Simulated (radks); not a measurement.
Question: Valence configurations of Mg+ (all share [Ne]). Method: scalar-relativistic Kohn-Sham, PBE, spin-polarised, spherical densities, finite nucleus; open shells are filled with parallel spins first; Fermi nuclear charge, rms radius 3.057 fm; computed with a radial shooting solver on a logarithmic mesh with Libxc functionals. Order these by energy: 3p1; 3s1; 3s0.5 3p0.5.

Answer: From the lowest, in eV above it: 3s1 0.000; 3s0.5 3p0.5 2.210; 3p1 4.417. NIST lists [Ne] 3s1 as the ground configuration; this level of theory agrees among the configurations tried. The energies are those of spherical high-spin densities, not of single terms.
